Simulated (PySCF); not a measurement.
C2H6OSe. Atoms are numbered in the order given.

```xyz
10

Se    -0.3126    -0.1793     0.5929
C     -1.1816     1.3789    -0.2061
H     -2.1319     1.5180     0.3320
H     -1.3895     1.2167    -1.2725
H     -0.5452     2.2626    -0.0649
O      1.2686    -0.0661    -0.3189
C      1.2834    -0.6846    -1.5905
H      0.5774    -0.2127    -2.2999
H      2.3052    -0.5596    -1.9848
H      1.0523    -1.7641    -1.5393
```
Charge 0, spin multiplicity 1.

Geometry optimised at B3LYP-D3(BJ)/def2-SVP. The values are those of a single conformer.

These are TDDFT-PBE/def2-SVPD (PySCF) values and carry that method's errors.

Vertical excitations. Isolated molecule, no solvent.

```tsv
state	energy (eV)	λ (nm)	f	main pairs
S1	3.55	349	0.001	HOMO→LUMO 99 %
S2	4.67	265	0.005	HOMO−1→LUMO 99 %
S3	4.97	250	0.001	HOMO→LUMO+1 93 %
S4	5.21	238	0.041	HOMO→LUMO+2 95 %
S5	5.77	215	0.009	HOMO→LUMO+3 99 %
S6	6.08	204	0.036	HOMO→LUMO+4 96 %
S7	6.10	203	0.017	HOMO−1→LUMO+1 88 %
S8	6.38	194	0.035	HOMO−1→LUMO+2 68 %, HOMO−2→LUMO 28 %
S9	6.48	191	0.068	HOMO−2→LUMO 50 %, HOMO−1→LUMO+2 31 %
S10	6.64	187	0.032	HOMO→LUMO+5 83 %
T1	2.81	441	0	HOMO→LUMO 100 %
T2	4.13	300	0	HOMO−1→LUMO 99 %
T3	4.47	277	0	HOMO→LUMO+1 99 %
T4	5.06	245	0	HOMO→LUMO+2 99 %
```
Triplets are in the Tamm–Dancoff approximation, which puts them higher than full response would, so one can lie above its singlet here.
